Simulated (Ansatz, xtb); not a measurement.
**C3H7BOSi: which of two isomers lies lower**

Structure X: `BO[SiH2]C#CC`, a singlet. Structure Y: `CC#CBO[SiH3]`, a singlet. Both are isolated molecules in the gas phase, relaxed with r2SCAN-D4/def2-SVP; the shapes shown needn't be the lowest conformers.

X (Å):

```csv
atom,x (Å),y (Å),z (Å)
C,0.9260,0.3757,-1.4547
C,1.3047,1.3878,-0.8788
C,1.7523,2.5851,-0.1965
B,-1.8896,-1.3413,-0.5750
O,-1.0804,-1.7121,-1.5900
Si,0.3363,-1.1287,-2.2871
H,-2.8604,-2.0312,-0.3520
H,-1.6412,-0.3504,0.0822
H,1.3459,-2.2142,-2.1792
H,0.0289,-0.8488,-3.7141
H,2.7802,2.4648,0.1818
H,1.7373,3.4557,-0.8719
H,1.1003,2.8121,0.6625
```

Y (Å):

```xyz
13

C    -1.5511   -0.4596    0.8747
C    -0.7576    0.2281   -0.1239
C    -0.0845    0.8066   -0.9696
B     0.7164    1.5610   -2.0296
O     1.9662    1.1765   -2.4030
Si    3.0205   -0.0600   -1.9764
H    -2.3903   -0.9949    0.4006
H    -0.9532   -1.1967    1.4347
H    -1.9821    0.2533    1.5967
H     0.2530    2.5386   -2.5744
H     2.4789   -0.8799   -0.8554
H     3.2315   -0.9122   -3.1787
H     4.3081    0.5692   -1.5750
```

Task: Estimate which is lower in electronic energy at CCSD(T)/def2-SVP + ΔMP2/def2-TZVPP, and by roughly how much.

Result: The CCSD(T)/def2-SVP + ΔMP2/def2-TZVPP calculation puts structure Y lower, by 2.0 kcal/mol.

Level by level:

| level | geometry | E(Y) − E(X) (kcal/mol) | departure from the last row (kcal/mol) | job, with rough time for the two |
| --- | --- | --- | --- | --- |
| r2SCAN-D4/def2-SVP | r2SCAN-D4/def2-SVP | −4.9 | −2.9 | optimisation, 1.9 min |
| HF/def2-SVP | r2SCAN-D4/def2-SVP | −3.3 | −1.2 | part of the CCSD(T) run |
| MP2/def2-SVP | r2SCAN-D4/def2-SVP | −3.6 | −1.6 | part of the CCSD(T) run |
| CCSD(T)/def2-SVP | r2SCAN-D4/def2-SVP | −4.0 | −1.9 | single point |
| CCSD(T)/def2-SVP + ΔMP2/def2-TZVPP | r2SCAN-D4/def2-SVP | −2.0 |  | single point, 74 s |

As drawn, Y has 1 C–B, 1 Si–H in place of 1 C–Si, 1 B–H.

None of the levels shown reverses the order. The largest departure from CCSD(T)/def2-SVP + ΔMP2/def2-TZVPP is that of r2SCAN-D4/def2-SVP, 2.9 kcal/mol. A small imaginary or near-zero mode remains, so no thermal terms are given. Levels run at GFN2-xTB geometries aren't shown. The last row adds to CCSD(T) the change of the MP2 difference between the two basis sets, here +1.9 kcal/mol.

The correlated steps freeze 10 core orbitals. Programs: Ansatz 0.2.0, xtb 6.7.1; the last row on 2 threads of Intel(R) Xeon(R) Processor @ 2.70GHz on a shared host.
